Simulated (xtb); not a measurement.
C6H18Si2, charge -1, doublet, at a GFN2-xTB geometry (a state made from the parent by changing its charge; the spin is typed, not shown lowest); GFN1-xTB (xtb).

Input for xtb:
```
$ xtb mol.xyz --gfn 1 --chrg -1 --uhf 1 --opt --json

# file mol.xyz
26

C     -1.79159512    -0.93833522    -1.43386400
Si    -1.06917934    -0.43040656     0.29206537
C     -2.05352088     1.17845297     0.74075825
C     -2.19415968    -1.69311633     1.38783223
Si     1.06917934     0.43040656    -0.29206537
C      1.79159512     0.93833522     1.43386400
C      2.19415968     1.69311633    -1.38783223
C      2.05352088    -1.17845297    -0.74075825
H     -1.34065649    -1.86662374    -1.77694072
H     -1.58347434    -0.18401365    -2.18775524
H     -2.86840908    -1.09220699    -1.40919480
H     -3.13103171     1.02806535     0.72642940
H     -1.78877979     1.52137041     1.73833907
H     -1.82434390     1.98784441     0.05298029
H     -3.26341194    -1.60467754     1.18361219
H     -1.91785052    -2.73175231     1.20052682
H     -2.05747268    -1.51800319     2.45594903
H      2.86840908     1.09220699     1.40919480
H      1.34065649     1.86662374     1.77694072
H      1.58347434     0.18401365     2.18775524
H      2.05747268     1.51800319    -2.45594903
H      1.91785052     2.73175231    -1.20052682
H      3.26341194     1.60467754    -1.18361219
H      1.78877979    -1.52137041    -1.73833907
H      1.82434390    -1.98784441    -0.05298029
H      3.13103171    -1.02806535    -0.72642940
```

**Question.** Write the output that xtb gives for this input, abridged.

**Answer.** 
```
   ID    Z sym.   atoms
    1    6 C      1, 3, 4, 6-8
    2   14 Si     2, 5
    3    1 H      9-26

           -------------------------------------------------
          |                Calculation Setup                |
           -------------------------------------------------

           -------------------------------------------------
          |                 G F N 1 - x T B                 |
           -------------------------------------------------

          ...................................................
          :                      SETUP                      :
          :.................................................:
          :  # basis functions                  80          :
          :  # atomic orbitals                  78          :
          :  # shells                           54          :
          :  # electrons                        51          :
          :  # halogen bonds                     0          :
          :  max. iterations                   250          :
          :  Hamiltonian                  GFN1-xTB          :
          :  restarted?                      false          :
          :  GBSA solvation                  false          :
          :  PC potential                    false          :
          :  electronic temp.          300.0000000     K    :
          :  accuracy                    1.0000000          :
          :  -> integral cutoff          0.2500000E+02      :
          :  -> integral neglect         0.1000000E-07      :
          :  -> SCF convergence          0.1000000E-05 Eh   :
          :  -> wf. convergence          0.2000000E-04 e    :
          :  Broyden damping             0.4000000          :
          :  net charge                         -1          :
          :  unpaired electrons                  1          :
          ...................................................

 iter      E             dE          RMSdq      gap      omega  full diag
   1    -26.5873239 -0.265873E+02  0.774E+00    2.06       0.0  T
   2    -26.5977124 -0.103885E-01  0.470E+00    2.05       1.0  T
   3    -26.5987507 -0.103828E-02  0.415E-01    2.06       1.0  T
   4    -26.5995498 -0.799142E-03  0.343E-02    2.05       1.0  T
   5    -26.5995595 -0.968094E-05  0.512E-03    2.05       3.8  T
   6    -26.5995596 -0.139905E-06  0.157E-03    2.05      12.5  T
   7    -26.5995596 -0.136277E-08  0.458E-04    2.05      42.8  T
   8    -26.5995596 -0.103222E-08  0.480E-05    2.05     408.3  T
   9    -26.5995596 -0.126263E-10  0.656E-06    2.05    2990.7  T

   *** convergence criteria satisfied after 9 iterations ***

         :::::::::::::::::::::::::::::::::::::::::::::::::::::
         ::                     SUMMARY                     ::
         :::::::::::::::::::::::::::::::::::::::::::::::::::::
         :: total energy             -26.256248598928 Eh    ::
         :: gradient norm              0.025084392750 Eh/a0 ::
         :: HOMO-LUMO gap              2.053525238201 eV    ::
         ::.................................................::
         :: SCC energy               -26.599559637808 Eh    ::
         :: -> electrostatic           0.082255782828 Eh    ::
         :: repulsion energy           0.355649367457 Eh    ::
         :: dispersion energy         -0.012338328577 Eh    ::
         :: halogen bond corr.         0.000000000000 Eh    ::
         :: add. restraining           0.000000000000 Eh    ::
         :: total charge              -1.000000000000 e     ::
         :::::::::::::::::::::::::::::::::::::::::::::::::::::

      -----------------------------------------------------------
     |                   =====================                   |
     |                        A N C O P T                        |
     |                   =====================                   |
     |               Approximate Normal Coordinate               |
     |                Rational Function Optimizer                |
[...]
 * total energy  :   -26.2562486 Eh     change       -0.2025047E-12 Eh
 * total energy  :   -26.2590176 Eh     change       -0.2769022E-02 Eh
 * total energy  :   -26.2595348 Eh     change       -0.5172019E-03 Eh
 * total energy  :   -26.2596938 Eh     change       -0.1590107E-03 Eh
 * total energy  :   -26.2597453 Eh     change       -0.5151261E-04 Eh
 * total energy  :   -26.2597751 Eh     change       -0.2979907E-04 Eh
 * total energy  :   -26.2597878 Eh     change       -0.1262879E-04 Eh
 * total energy  :   -26.2597952 Eh     change       -0.7405324E-05 Eh
 * total energy  :   -26.2597959 Eh     change       -0.7255050E-06 Eh
   *** GEOMETRY OPTIMIZATION CONVERGED AFTER 9 ITERATIONS ***
         :: total energy             -26.259795904860 Eh    ::
[...]
     1C    -0.18430 -0.29692   1.010  3.174  0.000
     2Si   -0.00892 -0.13989   1.315  2.034  0.660
     3C    -0.18425 -0.29686   1.010  3.174  0.000
     4C    -0.19564 -0.31297   1.019  3.176  0.000
     5Si   -0.00892 -0.13989   1.315  2.034  0.660
     6C    -0.18430 -0.29692   1.010  3.174  0.000
     7C    -0.19564 -0.31297   1.019  3.176  0.000
     8C    -0.18425 -0.29686   1.010  3.174  0.000
     9H     0.01188  0.06466   0.988  0.000  0.000
    10H     0.01120  0.06427   0.989  0.000  0.000
    11H     0.00876  0.06160   0.991  0.000  0.000
    12H     0.00888  0.06172   0.991  0.000  0.000
    13H     0.01172  0.06450   0.988  0.000  0.000
    14H     0.01119  0.06427   0.989  0.000  0.000
    15H     0.00666  0.05866   0.993  0.000  0.000
    16H     0.00142  0.05351   0.999  0.000  0.000
    17H     0.00138  0.05346   0.999  0.000  0.000
    18H     0.00876  0.06160   0.991  0.000  0.000
    19H     0.01188  0.06466   0.988  0.000  0.000
    20H     0.01120  0.06427   0.989  0.000  0.000
    21H     0.00138  0.05346   0.999  0.000  0.000
    22H     0.00142  0.05351   0.999  0.000  0.000
    23H     0.00666  0.05866   0.993  0.000  0.000
    24H     0.01172  0.06450   0.988  0.000  0.000
    25H     0.01119  0.06427   0.989  0.000  0.000
    26H     0.00888  0.06172   0.991  0.000  0.000

Wiberg/Mayer (AO) data.
largest (>0.10) Wiberg bond orders for each atom

 ---------------------------------------------------------------------------
     #   Z sym  total        # sym  WBO       # sym  WBO       # sym  WBO
 ---------------------------------------------------------------------------
     1   6 C    3.931 --     2 Si   0.967    10 H    0.960    11 H    0.960
                             9 H    0.960
     2  14 Si   4.488 --     5 Si   1.188     3 C    0.967     1 C    0.967
                             4 C    0.927
     3   6 C    3.931 --     2 Si   0.967    14 H    0.960    13 H    0.960
                            12 H    0.960
     4   6 C    3.912 --    17 H    0.964    16 H    0.964    15 H    0.961
                             2 Si   0.927
     5  14 Si   4.488 --     2 Si   1.188     8 C    0.967     6 C    0.967
                             7 C    0.927
     6   6 C    3.931 --     5 Si   0.967    20 H    0.960    18 H    0.960
                            19 H    0.960
     7   6 C    3.912 --    21 H    0.964    22 H    0.964    23 H    0.961
                             5 Si   0.927
     8   6 C    3.931 --     5 Si   0.967    25 H    0.960    24 H    0.960
                            26 H    0.960
     9   1 H    1.006 --     1 C    0.960
    10   1 H    1.011 --     1 C    0.960
    11   1 H    1.005 --     1 C    0.960
    12   1 H    1.005 --     3 C    0.960
    13   1 H    1.006 --     3 C    0.960
    14   1 H    1.011 --     3 C    0.960
    15   1 H    1.004 --     4 C    0.961
    16   1 H    1.016 --     4 C    0.964
    17   1 H    1.016 --     4 C    0.964
    18   1 H    1.005 --     6 C    0.960
    19   1 H    1.006 --     6 C    0.960
    20   1 H    1.011 --     6 C    0.960
    21   1 H    1.016 --     7 C    0.964
    22   1 H    1.016 --     7 C    0.964
    23   1 H    1.004 --     7 C    0.961
    24   1 H    1.006 --     8 C    0.960
    25   1 H    1.011 --     8 C    0.960
    26   1 H    1.005 --     8 C    0.960
 ---------------------------------------------------------------------------

Topologies differ in total number of bonds
Writing topology from bond orders to xtbtopo.mol

 dipole moment from electron density (au)
     X       Y       Z
   0.0000   0.0000   0.0000  total (Debye):    0.000

optimized geometry written to: xtbopt.xyz

           -------------------------------------------------
          | TOTAL ENERGY              -26.259795904860 Eh   |
          | GRADIENT NORM               0.000159326067 Eh/α |
          | HOMO-LUMO GAP               1.690186747865 eV   |
           -------------------------------------------------
```
